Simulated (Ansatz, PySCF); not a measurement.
Potential energy curve for SMILES [BeH2] (H₂Be). The Be1–H3 bond (Be1 also carries H; H3 carries nothing else) is varied alone, starting from the PBE0/def2-TZVP optimised geometry.

- UKS-B3LYP/6-31G* = unrestricted B3LYP/6-31G*, spherical d (PySCF)
- FCI = full CI/cc-pVQZ, frozen core (Ansatz, an electronic-structure program)

Energies relative to the lowest point of each curve near equilibrium, in mEh:

```tsv
R / Å	UKS-B3LYP/6-31G*
1.06	31.8
1.14	13.8
1.20	5.9
1.30	0.3
1.34	0.0
1.47	4.6
1.54	9.6
1.66	20.5
2.64	122.0
3.65	152.1
4.10	154.7
4.68	155.7
```

**Question.** Estimate the FCI values at these points.

**Answer.** 1.06: 31.4; 1.14: 13.7; 1.20: 5.8; 1.30: 0.3; 1.34: 0.0; 1.47: 4.5; 1.54: 9.3; 1.66: 19.9; 2.64: 113.4; 3.65: 149.1; 4.10: 152.5; 4.68: 153.7 (mEh).

The unrestricted determinant behind UKS-B3LYP/6-31G* is spin-contaminated at 2.64 to 4.68 Å (<S²> up to 1.0, against 0.00 for a pure singlet).
